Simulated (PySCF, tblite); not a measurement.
Isomers of [C7H11N]+ (charge +1 and doublet state), one GFN2-xTB conformer each. Single-point energies are computed at B3LYP/pcH-1 (PySCF, gas phase, no added dispersion term), electronic only. GFN2-xTB treats the open shell by occupation alone, and not every SCF solution was tested for stability.

Question: Rank them by B3LYP/pcH-1 energy, lowest first (kcal/mol).
A. `[CH2+:1][CH:2]/[N:3]=[C:4]1/[CH2:5][CH2:6][C@H:7]1[CH3:8]` (charge +1 and doublet state) with H–C1–C2–N3 2° and -178°, C1–C2–N3–C4 -95°
B. `[CH3:1][NH+:2][C@@:3]12[CH:4]=[CH:5][CH2:6][C@@H:7]1[CH2:8]2` (charge +1 and doublet state) with C1–N2–C3–C4 177°

Answer: B (0.0), A (6.9).

As drawn, the lower has a three-membered ring and an N–H bond, which the higher lacks; the higher has a four-membered ring, which the lower lacks. GFN2-xTB itself gives, in the same order: 0.0, 10.0. Both levels put the same isomer lowest.

Question: What happens when harmonic zero-point energies from GFN2-xTB frequencies are added?

Answer: 
```tsv
SMILES	ZPE (kcal/mol)	electronic (kcal/mol)	with ZPE (kcal/mol)
C[NH+][C@@]12C=CC[C@@H]1C2	101.1	0.0	0.0
[CH2+][CH]/N=C1/CC[C@H]1C	99.8	6.9	5.6
```

The zero-point energies span 1.3 kcal/mol. The order is unchanged.

Question: As an exercise, what shares would exp(−E/RT) give at 1000 K from these electronic energies alone (no entropy, no degeneracies)?

Answer: RT = 1.987 kcal/mol: C[NH+][C@@]12C=CC[C@@H]1C2 97.0 %, [CH2+][CH]/N=C1/CC[C@H]1C 3.0 %.
